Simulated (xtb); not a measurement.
HCl₃Ge, singlet, at a GFN2-xTB geometry. Base run: GFN2-xTB run with xtb.

xtb was given this input:
```
$ xtb mol.xyz --gfn 2 --json

# file mol.xyz
5

Ge    -0.02977891    -0.00209901     0.41684983
Cl    -0.20148143     1.97371341    -0.30550782
Cl     1.83642666    -0.79169952    -0.17384882
Cl    -1.57075463    -1.17748931    -0.41919355
H     -0.13831524    -0.00974937     1.93615862
```

The base run was repeated with changes; each row names its change, and settings that it needs were set with it.

```json
[
 {"change": "base", "ΔE vs base (mEh)": "0.000", "HOMO-LUMO gap (eV)": "6.37", "dipole (D)": "1.33", "SCF cycles": "12"},
 {"change": "acc = 0.0001", "ΔE vs base (mEh)": "0.000", "HOMO-LUMO gap (eV)": "6.37", "dipole (D)": "1.33", "SCF cycles": "17"},
 {"change": "etemp = 5000", "ΔE vs base (mEh)": "-0.085", "HOMO-LUMO gap (eV)": "6.37", "dipole (D)": "1.33", "SCF cycles": "12"},
 {"change": "acc = 0.1", "ΔE vs base (mEh)": "0.000", "HOMO-LUMO gap (eV)": "6.37", "dipole (D)": "1.33", "SCF cycles": "13"},
 {"change": "acc = 1000", "ΔE vs base (mEh)": "0.003", "HOMO-LUMO gap (eV)": "6.37", "dipole (D)": "1.34", "SCF cycles": "7"},
 {"change": "gbsa = toluene", "ΔE vs base (mEh)": "?", "HOMO-LUMO gap (eV)": "?", "dipole (D)": "?", "SCF cycles": "12"}
]
```

Problem. Fill in the missing entries.

Solution. 
- gbsa = toluene, ΔE vs base (mEh): -7.285
- gbsa = toluene, HOMO-LUMO gap (eV): 6.42
- gbsa = toluene, dipole (D): 1.45

ALPB and GBSA are two models with their own fitted parameters for each solvent, which aren't always the measured dielectric constant.
